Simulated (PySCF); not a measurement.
Al(F)2(SiH3), SMILES [F][Al]([F])[SiH3], B3LYP/def2-SVP optimised geometry.

```
7

Al    -1.32    -1.52    -1.98
F     -2.06    -3.01    -1.91
F     -1.16    -0.86    -3.50
Si    -0.51    -0.37     0.00
H     -0.97     1.05     0.00
H      0.99    -0.37     0.00
H     -0.99    -1.05     1.24
```

Density from PySCF with B3LYP/def2-TZVP at that geometry.

Minimum of the electron density along straight lines between bonded atoms, close to the bond critical point (lines longer than 1.1 times the sum of covalent radii, or with two minima, are not listed):

| bond | length / Å | ρ at the minimum / e bohr⁻³ | ∇²ρ there / e bohr⁻⁵ | position (fraction from the first atom) |
|---|---|---|---|---|
| Al1–F2 | 1.662 | 0.110 | 0.87 | 0.44 |
| Al1–F3 | 1.662 | 0.110 | 0.87 | 0.44 |
| Al1–Si4 | 2.432 | 0.068 | -0.01 | 0.37 |
| Si4–H5 | 1.493 | 0.118 | 0.15 | 0.49 |
| Si4–H6 | 1.494 | 0.118 | 0.16 | 0.49 |
| Si4–H7 | 1.492 | 0.119 | 0.15 | 0.49 |
